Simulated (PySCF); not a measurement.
## Correlation energy of Cl²⁺ (chlorine, charge +2)

[Ne] 3s2 3p3, high-spin 4S determinant. All numbers are calculated (PySCF 2.14, no relativity, point nucleus, in cc-pV(D+d)Z (4s3p2d, 23 functions)). Frozen: [Ne]; 5 electrons correlated.

MP2 pair energies summed by pair of shells (mhartree):

| pair | energy | share (%) |
| --- | --- | --- |
| 3s-3p | -48.34 | 65.7 |
| 3p-3p | -17.98 | 24.4 |
| 3s-3s | -7.31 | 9.9 |

Total MP2 correlation energy: -73.63 mhartree.

Same-spin part -19.45 and opposite-spin part -54.18 mhartree; SCS-MP2 scales them by 1/3 and 6/5 to -71.50 mhartree.

| level | correlation energy (mhartree) |
| --- | --- |
| CCSD | -94.74 |
| (T) | -0.98 |
| CCSD(T) | -95.72 |

Diagnostics: T1 = 0.0018, D1 = 0.0056, largest double amplitude 0.063.

Task: Is a single reference adequate?

Result: Yes: T1 lies below 0.03 and no double amplitude reaches 0.07.
